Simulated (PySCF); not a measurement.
CH4Cl2GeO.

```xyz
9

C      1.1933     1.7563     0.0000
Ge    -0.0613     0.2877     0.0000
O     -1.7037     0.9401     0.0000
Cl     0.1925    -0.9888     1.7384
Cl     0.1925    -0.9888    -1.7384
H      1.0294     2.3661    -0.8996
H      2.2180     1.3612     0.0000
H      1.0294     2.3661     0.8996
H     -2.3897     0.2579     0.0000
```

The structure is a stationary point at B3LYP-D3(BJ)/def2-SVP. The structure was generated by enumeration, and PubChem lists no compound with its InChIKey, so it may never have been made. Other conformers were not sampled.

Computed with PBE0/pcSseg-1 run with PySCF. Non-relativistic, no solvent.

Give the absolute GIAO shielding of each atom: isotropic value and principal components (ppm). (An estimate is asked for; the answer gives what the named calculation found.)


| atom | σ(iso) | σ11 | σ22 | σ33 | span |
|---|---|---|---|---|---|
| C1 | 174.5 | 163.1 | 166.7 | 193.7 | 30.6 |
| Ge2 | 1194.1 | 1148.1 | 1168.7 | 1265.4 | 117.3 |
| O3 | 233.3 | 180.4 | 246.5 | 273.0 | 92.7 |
| Cl4 | 814.2 | 671.5 | 757.1 | 1014.0 | 342.5 |
| Cl5 | 814.2 | 671.5 | 757.1 | 1014.0 | 342.5 |
| H6 | 30.1 | 25.0 | 27.2 | 38.1 | 13.1 |
| H7 | 30.2 | 25.5 | 27.7 | 37.4 | 11.9 |
| H8 | 30.1 | 25.0 | 27.2 | 38.1 | 13.1 |
| H9 | 28.9 | 21.3 | 24.0 | 41.4 | 20.0 |
